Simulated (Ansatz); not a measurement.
Input for Ansatz (development build ahead of 0.2.0):

```yaml
crystal:
  periodic: [false, false, false]
  atoms:
    - { symbol: H, position_ang: [1.64617, 0.02473, -0.0185] }
    - { symbol: H, position_ang: [1.29961, 0.93945, -0.00459] }
    - { symbol: H, position_ang: [0.49149, 1.55307, -0.00635] }
    - { symbol: H, position_ang: [-0.50902, 1.54521, 0.01444] }
    - { symbol: H, position_ang: [-1.32669, 0.91517, 0.00588] }
    - { symbol: H, position_ang: [-1.61233, 0.02313, -0.00348] }
    - { symbol: H, position_ang: [-1.32765, -0.95647, -0.00862] }
    - { symbol: H, position_ang: [-0.48605, -1.55501, 0.00143] }
    - { symbol: H, position_ang: [0.53381, -1.51078, 0.01779] }
    - { symbol: H, position_ang: [1.29066, -0.97849, 0.00201] }
basis:
  gaussian: { orbitals: cc-pVDZ }
hamiltonian:
  xc: hf
correlation:
  method: mp2
  frozen_orbitals: { H: 0 }
```

The input is written out in the form of the current development build from the run's settings.

Results

```json
{
 "Converged": "yes",
 "Reference energy": "-5.39521 hartree",
 "Correlation energy": "-0.19598 hartree",
 "Total energy": "-5.59119 hartree",
 "Spin squared of the determinant": "0.000"
}
```

Caution: bonds are stretched, where a single reference can fail; stretched shape with no unrestricted run beside it, a lower state can exist.
